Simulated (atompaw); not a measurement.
## lithium: one change to a PAW (atompaw) potential, before and after

* Element: lithium
* Generator: atompaw 4.2.0.5
* Type: PAW
* Functional: PBE
* Relativity: scalar-relativistic
* Frozen core: none
* Valence charge: 3
* Reference configuration: 1s2 2s1 2p0
* Partial waves: 1s (bound): rc 0.75 bohr; 2s (bound): rc 3.00 bohr; 2p (bound, empty): rc 3.00 bohr; 2p channel at 1.3 Ry: rc 3.00 bohr
* Local potential: troulliermartins scheme with l = 2 at 1 Ry, radius 2.00 bohr
* Core correction: none
* Augmentation charge: besselshape compensation charge, radius 2.35 bohr; PAW radius 3.00 bohr; waves and projectors: custom rrkj vanderbiltortho

Change: local potential troulliermartins scheme with l = 2 at 1 Ry, radius 1.40 bohr.

Cutoffs: the cutoffs (Ry, on a coarse ladder) from which the occupation-weighted sum of valence levels, in a spherical-Bessel basis at the reference potential, stays within 10 and 1 mRy of its value at 400 Ry; they do not see the model core or the augmentation charge, which bear on the density cutoff.

**Question.** What does the change do?

**Answer.** The potential gets neither clearly harder nor softer (80 Ry and 100 Ry → 80 Ry and 100 Ry); the range in which the p phases agree narrows (upper end 1.8 → 0.2); neither file shows a bound ghost.

| quantity | base | changed |
| --- | --- | --- |
| cutoff, loose | 80 Ry | 80 Ry |
| cutoff, tight | 100 Ry | 100 Ry |
| bound ghosts | none | none |
| s: phases at 3.00 bohr within 0.05 rad from the reference energy up to (Ry; the scan ends near 5) | 1.6 | 1.5 |
| p: phases at 3.00 bohr within 0.05 rad from the reference energy up to (Ry; the scan ends near 5) | 1.8 | 0.2 |
| lowest overlap eigenvalue by channel | s 0.50, p 0.92 | s 0.45, p 0.90 |

 The cutoffs see the waves, projectors and local potential, not the compensation charge or the core.
